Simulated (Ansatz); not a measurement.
Input file for Ansatz (a first-principles code): R-BLYP/def2-TZVPP on GeH4O2 (SMILES [OH][GeH2][OH]), a point of a torsion scan.

Ansatz 0.2 input:
```yaml
crystal:
  periodic: [false, false, false]
  atoms:
    - {symbol: O, position_ang: [1.30995299, 0.55240679, 0.33277336]}
    - {symbol: Ge, position_ang: [0.03960648, -0.57476893, -0.06894060]}
    - {symbol: O, position_ang: [-0.49786532, -1.22766481, 1.43909539]}
    - {symbol: H, position_ang: [1.21642422, 1.46968850, 0.09280417]}
    - {symbol: H, position_ang: [-1.15257498, 0.10103171, -0.67204588]}
    - {symbol: H, position_ang: [0.66976769, -1.64188776, -0.91131761]}
    - {symbol: H, position_ang: [0.15861298, -1.25159729, 2.13320904]}
basis:
  gaussian:
    orbitals: def2-TZVPP
hamiltonian:
  xc: {name: BLYP}
scf: {lower_state_search: off}
```

The head of its log:

```
WARN ansatz: RAYON_NUM_THREADS=1 ignored (pool sized by the plan → 1); use --threads N
Functional definition: BLYP
these checks for a lower state are left out or cut short: stability, starts, cluster_reference, orbital_swaps, neighbouring_geometries, increment
integrals: 0.07 GiB planned
896 factors; their error is unknown
mean field: 0.54 GiB planned
mean field evaluation 1: about -60667.6089 eV, gradient 9.6e1 eV
mean field evaluation 2: about -60584.5343 eV, gradient 2.2e2 eV
```

### Question
Give the final energy of this run.

### Answer
-2229.9910 hartree.
